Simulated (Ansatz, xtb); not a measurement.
# Redistribution: CH2FI + C3H8O → CH3FO + C3H7I

Species: CH2FI (fluoroiodomethane) `FCI`, singlet; C3H8O (1-propanol) `CCCO`, singlet; CH3FO `OCF`, singlet; C3H7I (1-iodopropane) `CCCI`, singlet. The partners trade I for OH; both sit on C, so the bond types are kept.

Shapes, held fixed at every level: PBE0-D4/def2-TZVP. Flexible molecules stand in one conformer, not always the lowest. Programs: Ansatz 0.2.0, xtb 6.7.1. Electronic energies: no zero-point or thermal term.

```
               level                    kind  ΔE (kJ/mol)  less CCSD(T)/def2-TZVPP
            GFN0-xTB          semi-empirical        -26.1                    +28.0
       HF/def2-TZVPP            Hartree–Fock        -51.2                     +2.9
r2SCAN-D4/def2-TZVPP                meta-GGA        -49.1                     +5.0
 B3LYP-D4/def2-TZVPP           global hybrid        -48.8                     +5.3
  wB97M-V/def2-TZVPP  range-separated hybrid        -50.7                     +3.4
      MP2/def2-TZVPP     perturbation theory        -59.3                     -5.2
     CCSD/def2-TZVPP   coupled cluster or CI        -53.4                     +0.7
  CCSD(T)/def2-TZVPP   coupled cluster or CI        -54.1                      0.0
```

The highest level, CCSD(T)/def2-TZVPP, gives ΔE = -54.1 kJ/mol; the levels span -59.3 to -26.1. The column of differences is taken from that level and isn't an error. No measured value is set beside it here. For atoms past krypton def2 sets carry core potentials with scalar relativity. Correlated rows may include outer-core shells of I, which these sets cover unevenly.
